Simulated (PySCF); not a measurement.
**Exercise with solution: entropy of an ideal gas**

Te(H)(OSiH3) (H₄OSiTe), SMILES [SiH3]O[TeH].

Geometry: PBE0-D3(BJ)/def2-SVP. The def2 effective core potentials stand for the cores of Te; spin–orbit coupling is left out.

PBE0-D3(BJ)/def2-SVP (PySCF) gives the harmonic wavenumbers 116, 137, 142, 503, 694, 718, 724, 914, 935, 947, 984, 2114, 2219, 2225, 2255 cm⁻¹ and the rotational temperatures 1.2609, 0.0832, 0.0810 K. The molar mass is 175.72 g/mol, the symmetry number 1, the spin multiplicity 1.

Task: Work out the entropy at 298.15 K and 1 atm in the rigid-rotor, harmonic-oscillator model.

Result: 
Translation (Sackur–Tetrode at 1 atm): S = R[1.5 ln M + 2.5 ln T − 1.16487] = 173.2 J/(mol K).
Rotation: q = (√π/σ) T^1.5/√(θA θB θC) = 99000, S = R[ln q + 3/2] = 108.1 J/(mol K).
Vibration: with u = 1.4388 ν/T, each mode gives R[u/(e^u − 1) − ln(1 − e^−u)]:
```tsv
ν (cm⁻¹)	modes	u	S (J/(mol K))
116	1	0.56	13.25
137	1	0.66	11.90
142	1	0.69	11.62
503	1	2.43	2.72
694	1	3.35	1.31
718	1	3.46	1.19
724	1	3.49	1.17
914	1	4.41	0.55
935	1	4.51	0.51
947	1	4.57	0.48
984	1	4.75	0.42
```
The stiffer modes add less than 0.005 each. Sum 45.1 J/(mol K).
Spin: R ln 1 = 0.0 J/(mol K).
Total 326.5 J/(mol K); the program's own thermochemistry gives 326.4. Translation makes up 53 % and vibration 14 %. Anharmonicity, hindered rotation and orbital degeneracy are left out.
